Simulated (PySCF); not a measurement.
Two species compared at the same levels of theory.

First species: C6H11FSi.
SMILES: `C=CC[C@@]1(CF)C[SiH2]1`

Second species: cyclopentene, C5H8.
InChI=1S/C5H8/c1-2-4-5-3-1/h1-2H,3-5H2

Levels: PBE0/pcSseg-1 for dipole moment, HOMO energy, LUMO energy and HOMO–LUMO gap; GFN2-xTB for rotational constant A and rotational constant C. Geometries: GFN2-xTB. All species are isolated and taken at one optimised geometry, non-relativistic unless stated. Electronic properties by PySCF.

Dipoles, sizes and rotational constants follow the conformer. The torsions of the flexible species, by atom-mapped SMILES:
- `[CH2:1]=[CH:2][CH2:3][C@@:4]1([CH2:5][F:6])[CH2:7][SiH2:8]1`: C1–C2–C3–C4 119°, C2–C3–C4–C5 -64°, C3–C4–C5–F6 -71°

Values for the first species:

- Dipole moment: 1.74 D
- HOMO energy: -6.86 eV
- LUMO energy: -0.02 eV
- HOMO–LUMO gap: 6.84 eV
- Rotational constant A: 2.355 GHz
- Rotational constant C: 0.936 GHz

**Question.** Estimate the same properties for the second species, and the change in each.

**Answer.** 
```tsv
property	first	second	second less first
dipole moment	1.74 D	0.21 D	-1.53 D
HOMO energy	-6.86 eV	-6.88 eV	-0.02 eV
LUMO energy	-0.02 eV	0.77 eV	+0.79 eV
HOMO–LUMO gap	6.84 eV	7.65 eV	+0.81 eV
rotational constant A	2.355 GHz	7.397 GHz	+5.042 GHz
rotational constant C	0.936 GHz	3.987 GHz	+3.051 GHz
```

On the first: The dipole matches unit charges of opposite sign 0.36 Å apart (1 e·Å = 4.8032 D).

On the second: In atomic units the dipole is 0.08 e·bohr (1 au = 2.5417 D).
